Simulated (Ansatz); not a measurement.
`[NH]=[Mo](=[NH])([NH2])[OH]`, charge 0, multiplicity 1.

Problem. Give a relaxed structure at PBE0-D4/def2-TZVP (Ansatz). (Best estimate.)

Solution. Ansatz gave: 
Z-matrix (Å, degrees):
```
Mo
N 1 1.728
N 1 1.938 2 107.2
N 1 1.730 2 113.5 3 -117.6
O 1 1.902 2 107.8 3 121.0
H 2 1.010 1 156.4 3 118.0
H 3 1.008 1 122.9 2 20.1
H 3 1.008 1 123.1 2 -140.3
H 4 1.011 1 153.9 2 0.1
H 5 0.960 1 118.0 2 144.2
```
This is one stationary point; other conformers may exist.
